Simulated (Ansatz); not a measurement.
This geometry of CH₆AlISSi (11 atoms, charge 0, multiplicity 1) is a first-order saddle point.

Theory: RKS PBE0/def2-SVP in Ansatz 0.2.0.

```xyz
11
Properties=species:S:1:pos:R:3
C -0.723 0.883 -1.437
Si 0.107 -0.739 -0.965
S 2.029 -0.072 0.291
Al 0.476 -0.616 1.815
I -0.771 1.336 2.730
H -1.715 0.677 -1.870
H -0.109 1.381 -2.203
H -0.832 1.554 -0.571
H 1.640 -1.275 -0.753
H -0.595 -1.218 0.362
H 0.558 -1.967 2.622
```

**Question.** Which two structures does it join? (They come from a converged band through this point; their orientation in space is the band's.)

**Answer.** Bonds broken: Si2–H9. Bonds formed: S3–H9.

First end point:

```xyz
11
Properties=species:S:1:pos:R:3
C -0.563 0.855 -1.516
Si 0.420 -0.467 -0.652
S 2.034 0.198 0.554
Al 0.546 -0.529 2.045
I -1.022 1.140 3.029
H -1.425 0.421 -2.046
H 0.074 1.373 -2.250
H -0.923 1.597 -0.787
H 0.751 -1.627 -1.525
H -0.510 -1.077 0.442
H 0.684 -1.942 2.728
```

Last end point:

```xyz
11
Properties=species:S:1:pos:R:3
C -0.748 0.919 -1.404
Si -0.095 -0.869 -1.188
S 1.840 -0.166 0.022
Al 0.217 -0.677 1.615
I -0.640 1.375 2.727
H -1.807 0.849 -1.707
H -0.203 1.374 -2.248
H -0.688 1.601 -0.542
H 2.487 -1.355 0.047
H -0.839 -1.104 0.295
H 0.541 -2.005 2.402
```

**Question.** How far does it lie above each of them?

**Answer.** 2.41 eV above the first and 0.93 eV above the second. This is the barrier of this one path; another mechanism may lie lower. The orbitals stay closed-shell, which can raise the energy where a bond breaks towards radicals; this wasn't checked here.

Run time: 4.8 min on 2 threads of AMD EPYC 7R13 Processor (Zen 3), with other jobs on the host, peak memory 0.39 GiB.
